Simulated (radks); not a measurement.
Problem. These are the eigenvalues of the occupied orbitals of an atom or ion with whole-number occupations (eV). Method: scalar-relativistic Kohn-Sham, SCAN, spin-unpolarised, spherical densities, finite nucleus; meta-GGA in the generalised Kohn-Sham scheme; Fermi nuclear charge, rms radius of each element as measured or else 0.836 A^(1/3) + 0.57 fm; computed with a radial shooting solver on a logarithmic mesh with Libxc functionals.

| orbital | eigenvalue |
|---|---|
| 1s | -18857.03 |
| 2s | -2656.063 |
| 2p | -2369.265 |
| 3s | -453.9176 |
| 3p | -359.1624 |
| 3d | -205.1247 |
| 4s | -66.6575 |
| 4p | -42.0648 |
| 4d | -9.1358 |

Which element is it, and in what charge state? The configuration may be excited.

Solution. Z = 41, niobium, charge +1: Nb+ in [Kr] 4d4. The list shows which subshells hold electrons but not how many an open one holds; the 1s level, -692.98 hartree, gives Z - s = 37.2 by -(Z - s)^2/2, which with screening and relativity narrows Z to a few neighbours, and the depths of the outer levels then fix element, charge and occupations together.
